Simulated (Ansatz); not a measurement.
Basis-set extrapolation for C2H6AlNO3, SMILES `CC#[N+][Al-]([OH])([OH])[OH]` (PBE0-D4/def2-TZVP geometry, frozen core, Ansatz 0.2.0). Multiplicity 1, RHF reference.

```
                      def2-TZVPP   def2-QZVPP
                 HF  -600.558747  -600.583835
    MP2 correlation    -1.319754    -1.420230
CCSD(T) correlation    -1.393000      not run
```

Energies in hartree. Use E(X) = E(∞) + A·exp(−7.88·√X) for Hartree–Fock and E(X) = E(∞) + B·X^(−2.97) for correlation, with X = 3 and 4, and add CCSD(T) minus MP2 of the smaller set to the MP2 limit.

**Question.** What is the CCSD(T) energy at the basis-set limit?

**Answer.** HF limit: -600.583835 + (-0.025088) × 0.13774 = -600.58729. MP2 limit: -1.420230 + (-0.100476) × 0.74074 = -1.49466. Higher-order term: -1.393000 − (-1.319754) = -0.07325. Total: -602.15520 hartree, 5.54 eV below CCSD(T)/def2-TZVPP.
